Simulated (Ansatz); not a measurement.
C$_{2}$H$_{8}$ClNSi$_{2}$ (SMILES N[SiH2]/C=C/[SiH2]Cl), singlet, geometry from GFN2-xTB; CASSCF(4,4)/STO-3G in Ansatz (a program for electronic structure).

The Ansatz input:
Ansatz 0.2 input:
```yaml
crystal:
  periodic: [false, false, false]
  atoms:
    - {symbol: Si, position_ang: [1.93193070, -0.36793637, -0.32434352]}
    - {symbol: Cl, position_ang: [2.95234143, 1.34281257, 0.04487947]}
    - {symbol: C, position_ang: [0.20779175, -0.18998190, 0.40294815]}
    - {symbol: C, position_ang: [-0.92018686, -0.60339778, -0.17108164]}
    - {symbol: Si, position_ang: [-2.63758914, -0.44461503, 0.58775878]}
    - {symbol: N, position_ang: [-3.71124513, -0.39738598, -0.75996446]}
    - {symbol: H, position_ang: [1.88195862, -0.55221569, -1.77314259]}
    - {symbol: H, position_ang: [2.67077564, -1.45945613, 0.31134524]}
    - {symbol: H, position_ang: [0.13363864, 0.29214235, 1.37292703]}
    - {symbol: H, position_ang: [-0.85290453, -1.08556023, -1.13954758]}
    - {symbol: H, position_ang: [-3.01482857, -1.64460745, 1.33919852]}
    - {symbol: H, position_ang: [-2.65933396, 0.72837128, 1.47797885]}
    - {symbol: H, position_ang: [-4.70316608, -0.42078077, -0.58926375]}
    - {symbol: H, position_ang: [-3.51363943, 0.23199263, -1.52170816]}
basis:
  gaussian:
    orbitals: STO-3G
hamiltonian:
  xc: hf
magnetization: {spin_polarized: false}
correlation: {active_space: {window: {electrons: 4, orbitals: 4}}}
```

Output, abridged:

```
Functional definition: HF
605 factors; integrals over basis functions are off by at most 3.7e-5 eV
mean field evaluation 1: about -31537.2288 eV, gradient 2.1e1 eV
mean field evaluation 2: about -31537.3594 eV, gradient 2.1e1 eV
mean field evaluation 4: about -31539.1788 eV, gradient 1.3e0 eV
mean field evaluation 8: about -31539.1864 eV, gradient 1.6e-2 eV
mean field -31539.18641564 eV, -1159.0437227466 hartree, gradient 1.6e-6 eV, S^2 0.000000; 0 other end points of the search recorded, 0 dependent functions left out
reference -31539.18641564 eV, -1159.0437227466 hartree; 36, 36 occupied and 14, 14 virtual orbitals, 605 factors
state -31541.02183392 eV, -1159.1111731242 hartree
Total energy: -31541.02183392 eV, -1159.1111731242 hartree
```
